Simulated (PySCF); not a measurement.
Input for PySCF:
```python
from pyscf import gto, scf
from pyscf.geomopt import geometric_solver
from pyscf.hessian import thermo

mol = gto.Mole()
mol.atom = '''
    O     0.00956971    0.00206403    0.11338892
    H    -0.05579359    0.76362201   -0.46612807
    H    -0.02076411   -0.78013425   -0.44098332
'''
mol.basis = 'sto-3g'
mol.verbose = 3
mol.build()

def method(m):
    mf = scf.RHF(m)
    return mf

conv, mol_eq = geometric_solver.kernel(method(mol), maxsteps=100, convergence_set='GAU_TIGHT')
print('optimisation converged:', conv)
print(mol_eq.tostring(format='xyz'))
mf = method(mol_eq)
mf.kernel()
hess = mf.Hessian().kernel()
freq = thermo.harmonic_analysis(mf.mol, hess)
print('frequencies / cm-1', freq['freq_wavenumber'].round(1))
th = thermo.thermo(mf, freq['freq_au'], 298.15, 101325)
thermo.dump_thermo(mf.mol, th)
```

Estimate the harmonic frequencies (imaginary ones negative) that HF/STO-3G, optimisation and frequencies (PySCF) returns for this input.

2170, 4140, 4391 cm⁻¹

Estimate the HOMO-LUMO gap that HF/STO-3G, optimisation and frequencies returns for this input.

26.52 eV

Estimate the dipole moment that HF/STO-3G, optimisation and frequencies returns for this input.

1.71 D

Predict the number of basis functions from HF/STO-3G, optimisation and frequencies.

7
